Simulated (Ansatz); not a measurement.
Consider the cleavage of the Si–Si bond: `N[SiH](F)[SiH2]O` + H₂Te → `O[SiH2][TeH]` + `N[SiH2]F`.

Isolated molecules relaxed with PBE0-D4/def2-TZVP in Ansatz; ΔE leaves out vibrations. CBS: MP2 limit from def2 TZ/QZ plus the TZ coupled-cluster correction, frozen cores. Functionals use def2-TZVPP. def2 core potentials past Kr. For Te outer-core shells are correlated without core-valence functions, which leaves a few kJ/mol of doubt a bond. Each species was taken in one conformer, which may not be the lowest.

| level | ΔE (eV) |
| --- | --- |
| B97M-V | -0.73 |
| PBE0 | -0.81 |
| LC-ωPBE | -0.79 |
| CCSD(T)/def2-SVP | -0.79 |

**Question.** What does CCSD(T)/CBS give? (An estimate is asked.)

**Answer.** Ansatz gave: -0.89 eV. The listed levels differ from it by 0.16, 0.08, 0.10, 0.10 eV.

Largest T1 diagnostic among the species: 0.012.

From BLYP to BHLYP (50 % exact exchange), in def2-TZVPP and without D4, ΔE moves by −0.09 eV. Leaving LDA and LC-ωPBE aside and taking each functional with its dispersion term where it has one, the values, not all of them listed here, spread over 0.16 eV, from PBE-QIDH to revPBE-D4.
